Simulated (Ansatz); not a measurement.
Gas-phase electronic energies from Ansatz, PBE0-D4/def2-TZVP geometries. CCSD(T)/CBS adds triple-zeta CCSD(T) − MP2 to the extrapolated MP2 energy (def2 sets, frozen cores). Double bonds are as drawn, so ΔE can hold a change between cis and trans. Each species was taken in one conformer, which may not be the lowest.

Consider the ligand exchange at the Al–N bond: `C/C=C\[NH][AlH2]` + `O[SiH](O)O` → `O[SiH](O)[O][AlH2]` + `C/C=C/N`.

```csv
level,ΔE (eV)
HF/def2-TZVPP,-0.77
SCS-MP2/def2-TZVPP,-0.60
CCSD(T)/def2-TZVPP,-0.58
MP2/def2-QZVPP,-0.57
```

Problem. What does CCSD(T)/CBS give? (Estimate.)

Solution. The calculation gave: -0.59 eV. The listed levels differ from it by -0.18, -0.01, 0.01, 0.02 eV.

Largest T1 diagnostic among the species: 0.012.

In def2-TZVPP, CCSD(T) changes the Hartree–Fock value by +0.19 eV (the triples alone add +0.03 eV) and MP2 by +0.20 eV. From PBE to PBE0 (25 % exact exchange), in def2-TZVPP and without D4, ΔE moves by −0.04 eV.
